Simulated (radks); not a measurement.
The numbers below are computed, except where a source is named.
Q: All-electron atom: the chromium ion Cr4+ in [Ar] 3d2. Code: a radial shooting solver on a logarithmic mesh with Libxc functionals. Model: scalar-relativistic Kohn-Sham, PBE, spin-polarised, spherical densities, finite nucleus; open shells are filled with parallel spins first; Fermi nuclear charge, rms radius 3.6452 fm. Some entries of the table are withheld. Estimate them.

| orbital | occ. | eigenvalue (hartree) | <r> (bohr) |
|---|---|---|---|
| 1s down | 1 | -218.3661 | 0.06356 |
| 1s up | 1 | -218.3657 | 0.06356 |
| 2s up | 1 | -26.84674 | 0.2932 |
| 2s down | 1 | -26.80823 | 0.2929 |
| 2p up | 3 | (1) | 0.2600 |
| 2p down | 3 | (2) | 0.2597 |
| 3s up | 1 | -4.92120 | 0.8746 |
| 3s down | 1 | -4.82541 | 0.8765 |
| 3p up | 3 | -3.84318 | 0.9156 |
| 3p down | 3 | -3.74933 | 0.9189 |
| 3d up | 2 | (3) | 1.016 |
| 3d down | 0 | (4) | 1.028 |

A: 
(1) 2p up eigenvalue (hartree): -22.92514
(2) 2p down eigenvalue (hartree): -22.89570
(3) 3d up eigenvalue (hartree): -2.17093
(4) 3d down eigenvalue (hartree): -2.08017
